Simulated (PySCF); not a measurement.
# SMILES Cc1nnc(C=O)c(C)n1, C6H7N3O

Geometry:
| atom | x (Å) | y (Å) | z (Å) |
| --- | --- | --- | --- |
| C1 | 2.822 | -0.957 | -0.502 |
| C2 | 1.509 | -0.269 | -0.424 |
| N3 | 1.378 | 0.894 | -1.058 |
| N4 | 0.252 | 1.523 | -0.996 |
| C5 | -0.768 | 1.014 | -0.310 |
| C6 | -1.997 | 1.825 | -0.320 |
| O7 | -3.027 | 1.543 | 0.234 |
| C8 | -0.624 | -0.225 | 0.360 |
| C9 | -1.708 | -0.862 | 1.143 |
| N10 | 0.541 | -0.849 | 0.284 |
| H11 | 2.684 | -2.029 | -0.394 |
| H12 | 3.454 | -0.607 | 0.314 |
| H13 | 3.314 | -0.716 | -1.440 |
| H14 | -1.874 | 2.752 | -0.907 |
| H15 | -1.357 | -1.802 | 1.558 |
| H16 | -2.031 | -0.194 | 1.941 |
| H17 | -2.576 | -1.030 | 0.507 |

Level of theory: GIAO mPW1PW91/def2-SVP magnetisability, rotational g tensor and spin-rotation constants, non-relativistic, gas phase in PySCF 2.14.0. Geometry: GFN2-xTB.

(1) Give the nuclear spin-rotation constants along the inertial axes (H = +C I·J) beside the isotropic shieldings.

## Answers

(1) Rotational constants 3.0420, 1.0058, 0.7629 GHz. A star marks the isotopologue with that one atom substituted, in its own axes.
| atom | isotope | Caa (kHz) | Cbb (kHz) | Ccc (kHz) | mean (kHz) | σ (ppm) |
| --- | --- | --- | --- | --- | --- | --- |
| N3 | 14N | 1.037 | 0.238 | 0.018 | 0.431 | -130.8 |
| N4 | 14N | 1.423 | 0.222 | 0.016 | 0.554 | -213.6 |
| N10 | 14N | 0.738 | 0.219 | 0.010 | 0.322 | -33.9 |
| H11 | 1H | -0.260 | -0.009 | -0.065 | -0.111 | 29.1 |
| H12 | 1H | -0.224 | -0.126 | 0.016 | -0.111 | 28.8 |
| H13 | 1H | -0.134 | -0.047 | -0.061 | -0.081 | 28.6 |
| H14 | 1H | -0.181 | 0.111 | -0.068 | -0.046 | 21.2 |
| H15 | 1H | -0.257 | 0.016 | -0.088 | -0.110 | 29.4 |
| H16 | 1H | -0.191 | -0.099 | -0.012 | -0.101 | 28.8 |
| H17 | 1H | -0.188 | -0.099 | -0.012 | -0.100 | 28.8 |
| C1 | 13C* | 0.367 | 0.135 | 0.119 | 0.207 | 170.1 |
| C2 | 13C* | 1.471 | 0.411 | 0.120 | 0.667 | 30.1 |
| C5 | 13C* | 1.603 | 0.347 | 0.091 | 0.680 | 44.1 |
| C6 | 13C* | 1.455 | 0.469 | 0.174 | 0.699 | 2.3 |
| O7 | 17O* | -3.058 | -0.793 | 0.013 | -1.279 | -328.0 |
| C8 | 13C* | 1.361 | 0.470 | 0.089 | 0.640 | 34.6 |
| C9 | 13C* | 0.415 | 0.128 | 0.111 | 0.218 | 170.9 |

For the geometry as given, no vibrational averaging.
